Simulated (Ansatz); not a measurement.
This geometry of AlH₆NO₂ (10 atoms, charge 0, multiplicity 1) is a first-order saddle point.

The calculation used RKS PBE-D4/def2-SVP in Ansatz.

```xyz
10
Properties=species:S:1:pos:R:3
Al 0.027 0.320 0.024
H -0.182 -0.062 1.815
O 1.588 -0.248 -0.429
H 1.733 -0.914 -1.117
O -1.464 0.052 -0.803
H -1.803 -0.833 -1.005
N 0.092 2.034 0.820
H 0.973 2.556 0.896
H -0.695 2.688 0.738
H -0.084 0.952 1.736
```

Task: Which two structures does it join? (They come from a converged band through this point; their orientation in space is the band's.)

Result: Bonds broken: Al1–H2, N7–H10. Bonds formed: H2–H10. AlH6NO2 becomes AlH4NO2 + H2.

First end point:

```xyz
10
Properties=species:S:1:pos:R:3
Al -0.030 -0.058 0.298
H -0.159 -1.007 1.595
O 1.532 0.050 -0.493
H 1.961 -0.720 -0.895
O -1.476 0.232 -0.651
H -2.005 -0.493 -1.014
N 0.073 1.876 0.915
H 0.960 2.242 0.538
H -0.710 2.365 0.457
H 0.037 2.061 1.925
```

Last end point:

```xyz
10
Properties=species:S:1:pos:R:3
Al 0.040 0.625 -0.293
H -0.135 -0.321 2.441
O 1.538 -0.171 -0.572
H 1.630 -1.024 -1.018
O -1.517 0.048 -0.736
H -1.688 -0.820 -1.128
N 0.116 2.240 0.442
H 0.980 2.719 0.698
H -0.696 2.831 0.624
H -0.082 0.419 2.218
```

Task: How far does it lie above each of them?

Result: 115.7 kJ/mol above the first and 45.5 kJ/mol above the second. This is the barrier of this one path; another mechanism may lie lower. The orbitals stay closed-shell, which can raise the energy where a bond breaks towards radicals; this wasn't checked here.

The run took 3 min on 2 threads of Arm Neoverse V1, on a shared host, peak memory 0.12 GiB.
